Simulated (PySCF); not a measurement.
C6H12NPSi.
Atom-mapped SMILES: `[CH2:1]=[CH:2][CH2:3][P:4]([SiH3:5])[CH2:6][CH2:7][C:8]#[N:9]` (hydrogens: H10, H11 on C1; H12 on C2; H13, H14 on C3; H15, H16, H17 on Si5; H18, H19 on C6; H20, H21 on C7)

Torsions of this conformer, `[CH2:1]=[CH:2][CH2:3][P:4]([SiH3:5])[CH2:6][CH2:7][C:8]#[N:9]`: C1–C2–C3–P4 -111°, C2–C3–P4–Si5 174°, C3–P4–C6–C7 -174°, P4–C6–C7–C8 177°.

The closed-shell ground state was solved at several levels (PySCF, density fitting, gas phase, non-relativistic). One conformer (not necessarily the lowest) at the PBE0-D3(BJ)/def2-SVP geometry, without solvent, vibrations or thermal averaging.

| level | basis functions | HOMO (eV) | LUMO (eV) | gap (eV) | dipole (D) |
| --- | --- | --- | --- | --- | --- |
| PBE0/def2-SVPD | 284 | -7.13 | -0.55 | 6.58 | 3.96 |
| PBE0/pcSseg-1 | 227 | -7.18 | -0.50 | 6.68 | 3.83 |

(1) What might B3LYP/pcSseg-1 (227 basis functions) give for the same quantities?

(2) Over all these levels, which gives the widest orbital gap and which the narrowest?

(3) How far do the dipole and the HOMO energy spread over the levels?

Results:

(1) HOMO -6.96 eV, LUMO -0.67 eV, gap 6.29 eV, dipole 3.84 D.

(2) PBE0/pcSseg-1 (global hybrid, 25 % exact exchange) has the widest, 6.68 eV, and B3LYP/pcSseg-1 (global hybrid, 20 % exact exchange) the narrowest, 6.29 eV. The two share the basis. From the narrowest to the widest the HOMO moves by -0.22 eV and the LUMO by +0.17 eV.

(3) The dipole runs from 3.83 to 3.96 D (mean 3.88 D) and the HOMO from -7.18 to -6.96 eV.
